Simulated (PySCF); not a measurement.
Stretching HBr⁻

Set-up: PySCF, no relativity, basis sets H def2-SVPD, Br def2-SVPD. Energies in eV from H + Br⁻ in their ground configurations at the same level. State: ²Σ⁺ (doublet), unpaired electrons σ ↑.

| R (Å) | UHF-CCSD | BLYP |
| --- | --- | --- |
| 1.977 |  | -0.2373 |
| 2.069 | -0.0154 | -0.2816 |
| 2.161 | -0.0501 | -0.3085 |
| 2.230 | -0.0675 | -0.3195 |
| 2.299 | -0.0792 | -0.3243 |
| 2.368 | -0.0865 | -0.3242 |
| 2.460 | -0.0910 | -0.3181 |
| 2.575 | -0.0909 | -0.3040 |
| 2.713 | -0.0858 | -0.2813 |
| 2.897 |  | -0.2473 |

**Question.** Put a parabola through the three lowest points of the UHF-CCSD curve and estimate Re, k and ωe (reduced mass 0.9951 u; 1 eV/Å² = 0.16022 mdyn/Å; ωe = 1302.8·√(k/μ) cm⁻¹).

**Answer.** Through R = 2.368, 2.46, 2.575 Å the second-order coefficient is 0.240 eV/Å², so Re ≈ 2.516 Å, k ≈ 0.0771 mdyn/Å and ωe ≈ 363 cm⁻¹. A polynomial fit of higher order to the unrounded UHF-CCSD energies gives Re = 2.513 Å, k = 0.0626 mdyn/Å, ωe = 327 cm⁻¹; anharmonicity and rounding make the difference.

The higher-order fit for each curve: UHF-CCSD: Re = 2.513 Å, ωe = 327 cm⁻¹, De = 0.092 eV; BLYP: Re = 2.331 Å, ωe = 504 cm⁻¹, De = 0.325 eV.

Correlated steps freeze 9 core orbitals. The bond is weak. Basis-set superposition, not corrected here, can be much of De in a small basis, most of all at correlated wavefunction levels. Spin–orbit coupling is left out. For an ion De counts to the pair picked by the measured ionisation energies or electron affinities, which need not be the lowest pair at this level. The highest Kohn–Sham level is positive in this anion. Much of that is self-interaction error, but it also means that the finite basis helps to hold the extra electron. The state was picked by a PBE0 search and need not be the measured ground state.
